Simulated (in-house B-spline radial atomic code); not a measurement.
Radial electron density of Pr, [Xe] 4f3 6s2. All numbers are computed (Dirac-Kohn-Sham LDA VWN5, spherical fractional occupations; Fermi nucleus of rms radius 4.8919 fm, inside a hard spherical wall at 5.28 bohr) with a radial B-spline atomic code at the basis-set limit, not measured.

Columns: r (bohr), 4πr²n(r) (electrons per bohr), bar.

```
0.000947    2.726 #
 0.00116    3.836 ##
 0.00143    5.423 ##
 0.00175     7.52 ###
 0.00215     10.4 #####
 0.00264    14.22 ######
 0.00325    19.26 ########
 0.00399    25.57 ###########
  0.0049    33.28 ##############
 0.00601    42.23 ##################
 0.00738    52.11 #######################
 0.00907     62.1 ###########################
  0.0111    70.75 ###############################
  0.0137    77.06 #################################
  0.0168     79.3 ##################################
  0.0206    77.48 ##################################
  0.0253    73.12 ################################
  0.0311    69.73 ##############################
  0.0382    71.58 ###############################
  0.0469    80.53 ###################################
  0.0576    93.31 ########################################
  0.0707    101.6 ############################################
  0.0868    98.32 ###########################################
   0.107    85.26 #####################################
   0.131    75.71 #################################
   0.161    79.04 ##################################
   0.197    87.69 ######################################
   0.242       83 ####################################
   0.298    59.56 ##########################
   0.366    37.53 ################
   0.449    33.41 ##############
   0.551    38.33 #################
   0.677    35.24 ###############
   0.831    23.84 ##########
    1.02    14.29 ######
    1.25    10.13 ####
    1.54    7.861 ###
    1.89    5.298 ##
    2.32     3.09 #
    2.85    1.942 #
     3.5    1.306 #
     4.3   0.5116 
    5.23 0.001462
```

On this grid the curve has 4 maxima, near 0.0168, 0.0707, 0.197, 0.551 bohr.

The 4f7/2 radial function P(r) = rR(r), positive near the nucleus, with its small component Q(r) (sign convention: Q ≈ (P' + κP/r)/2c):

```csv
r (bohr),P,Q
0.0311,0.0009459,-4.634e-05
0.0469,0.003947,-0.0001856
0.0707,0.01503,-0.0006685
0.107,0.05126,-0.002113
0.161,0.1464,-0.005474
0.242,0.342,-0.01129
0.366,0.6325,-0.01796
0.551,0.8719,-0.0207
0.831,0.8915,-0.01678
1.25,0.7018,-0.009965
1.89,0.4435,-0.004566
2.85,0.2375,-0.001742
4.3,0.08347,-0.0006048
```
